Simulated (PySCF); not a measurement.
# Be₂F⁺, triplet: data card

Level of theory: PySCF, UPBE0, basis F def2-TZVP, Be def2-TZVP (no relativity, density fitting).

The structure is a minimum.

```xyz
3
charge 1 multiplicity 3, angstrom
F     0.0000    0.0000    0.0000
Be    1.5062    0.0000    0.0000
Be   -1.5062    0.0000    0.0000
```

```json
{"Point group": "D∞h", "Bond lengths": "F–Be 1.506 Å (×2)", "Bond angles": "Be–F–Be 180.0°", "Highest occupied level (α)": "-11.97 eV", "Heat capacity Cp at 298.15 K": "50.8 J/(mol K)", "Zero-point energy": "11.0 kJ/mol", "Lowest empty level (β)": "-7.98 eV", "Entropy at 298.15 K and 1 bar (electronic part: spin only)": "243.7 J/(mol K)", "Principal quadrupole moments (Buckingham, traceless) about the centre of mass": "-3.11, -3.11, 6.23 D Å", "Principal polarisabilities": "34.9, 49.9, 49.9 bohr³", "Spin squared ⟨S²⟩": "2.000", "Rotational constants": "0.4123 cm⁻¹", "Enthalpy at 298.15 K above 0 K": "12.67 kJ/mol", "Dipole moment about the centre of mass": "0.00 D", "Rotational symmetry number": "2"}
```

Harmonic modes (masses in u: F 18.998, Be 9.012):
```csv
symmetry,ω (cm⁻¹),"IR (km/mol, summed over degenerate members)"
πu,131,18.3
σg+,719,0.0
σu+,865,532
```

In D∞h the vibrations span πu + σg+ + σu+. The σg+ mode carries no infrared intensity, as symmetry demands. With a centre of inversion only u modes can be infrared active and only g modes Raman active.

Charges (e):
```tsv
atom	Mulliken	Löwdin	polar tensor	spin (Mulliken)	Mayer order to F1
F1	-0.05	0.07	-0.43	0.01	–
Be2,3	0.52	0.46	0.72	0.99	0.77
```

Mulliken populations on F1: s 3.82, p 5.23, d 0.00, f 0.00.

This need not be the most stable arrangement of these atoms.

The final relaxation and frequency run took 13 s on 2 threads of a shared Arm Neoverse N1 host, with 69 basis functions and 5 gradients; the process peaked at 0.66 GiB.
